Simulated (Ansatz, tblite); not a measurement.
Cost and result up the ladder for the cluster SiPt₂ (3 atoms). The state is a singlet with charge 0. Geometry: PBE0-D4/def2-TZVP.

```xyz
3

Pt   -1.249    0.679    1.507
Pt    1.249   -0.679   -1.507
Si    0.000    0.000    0.000
```

Ansatz on 4 threads of Arm Neoverse V1 on a shared host; xTB runs through tblite on one thread. Times are rough, summed over both states, and most runs start from the orbitals of an earlier one. RPA@PBE/def2-TZVP serves as the yardstick here, not as an exact answer. The other state is a quintet at its own geometry.

In the def2 sets Pt takes a core potential; there is no spin–orbit coupling. The xTB rows come from tblite. Correlated methods freeze 5 core orbitals; core or outer-core shells of Pt are correlated, in sets that lack core-valence functions. The structure comes from a short search, and lower isomers may exist.

xTB has no spin-polarisation term.

```
              level  functions  quintet − singlet (eV)  difference from RPA@PBE/def2-TZVP (eV)
r2SCAN-D4/def2-TZVP        117                    3.55                                    0.56
  RPA@PBE/def2-TZVP        117                    2.99                                    0.00
           GFN1-xTB         27                    3.77                                    0.78
           GFN2-xTB         27                    4.17                                    1.18
```

(1) Estimate how long each takes.

## Answers

(1) GFN1-xTB 0.005 s; GFN2-xTB 0.011 s; RPA@PBE/def2-TZVP 14 s; r2SCAN-D4/def2-TZVP 15 s. On shared hardware such times vary by a factor of up to 3.
